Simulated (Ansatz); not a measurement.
An input meant for the cluster Sn4H8 (charge 0, triplet; scaled by 0.92).

```yaml
crystal:
  periodic: [false, false, false]
  atoms:
    - {symbol: Sn, position_ang: [1.785582, -0.007625, 0.149005]}
    - {symbol: Sn, position_ang: [-1.914035, 0.478003, 0.293035]}
    - {symbol: Sn, position_ang: [-0.306956, -1.570411, 0.166772]}
    - {symbol: Sn, position_ang: [-0.276239, 2.354856, -0.731999]}
    - {symbol: H, position_ang: [-3.247608, 0.074556, -0.502500]}
    - {symbol: H, position_ang: [2.790564, 0.139364, -1.082867]}
    - {symbol: H, position_ang: [0.040664, 1.225216, -1.910202]}
    - {symbol: H, position_ang: [-0.202429, -2.351334, -1.225250]}
    - {symbol: H, position_ang: [2.660414, 0.197098, 1.477274]}
    - {symbol: H, position_ang: [-2.359854, 0.548288, 1.833575]}
    - {symbol: H, position_ang: [-0.068879, -2.659477, 1.318719]}
    - {symbol: H, position_ang: [1.098785, 1.571476, 0.214428]}
basis:
  gaussian: {orbitals: def2-mTZVP}
magnetization: {spin_polarized: true, initial_magnetization: 2}
hamiltonian: {xc: {name: HF}}
accuracy: high
kpoints: {mp_grid: {grid: [2, 2, 2]}}
output: {forces: true}
```

```sh
$ ansatz run in.yaml --threads 4 --pin off --events-out ev --progress --plain --max-ram 4787MiB
```

Output, abridged:

```
Error: invalid value for `basis.gaussian`: such a run doesn't read kpoints; remove what it names
```

In this input the input holds a key that doesn't belong there. The program refused the input.
